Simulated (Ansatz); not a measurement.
`[SiH3]/C=C1\C[Se]1` + `O[SiH]1[SiH2][SiH2]1` → `O[Si@@H]1[SiH2][Si@H]1[SiH3]` + `C=C1C[Se]1`  (formal exchange of groups at the Si–C bond)

Computed with Ansatz on PBE0-D4/def2-TZVP structures; ΔE is electronic, products minus reactants. CCSD(T)/CBS adds triple-zeta CCSD(T) − MP2 to the extrapolated MP2 energy (def2 sets, frozen cores). For Se outer-core shells are correlated without core-valence functions, which leaves a few kJ/mol of doubt a bond. Scalar relativity is left out up to krypton. Each species was taken in one conformer, which may not be the lowest.

```json
{"species": "`[SiH3]/C=C1\\C[Se]1`", "SCS-MP2/def2-QZVPP energy (Eh)": "-2807.10124"}
{"species": "`O[SiH]1[SiH2][SiH2]1`", "SCS-MP2/def2-QZVPP energy (Eh)": "-945.90675"}
{"species": "`O[Si@@H]1[SiH2][Si@H]1[SiH3]`", "SCS-MP2/def2-QZVPP energy (Eh)": "-1236.17080"}
{"species": "`C=C1C[Se]1`", "SCS-MP2/def2-QZVPP energy (Eh)": "-2516.83938"}
```

(1) Work out ΔE.

Largest T1 diagnostic among the species: 0.015.

## Answers

(1) ΔE = (-1236.17080) + (-2516.83938) − (-2807.10124) − (-945.90675) = -0.00219 Eh = -5.7 kJ/mol. CCSD(T)/CBS gives -13.1 kJ/mol.

In def2-TZVPP, CCSD(T) changes the Hartree–Fock value by −9.5 kJ/mol (the triples alone add −1.4 kJ/mol) and MP2 by −4.3 kJ/mol.
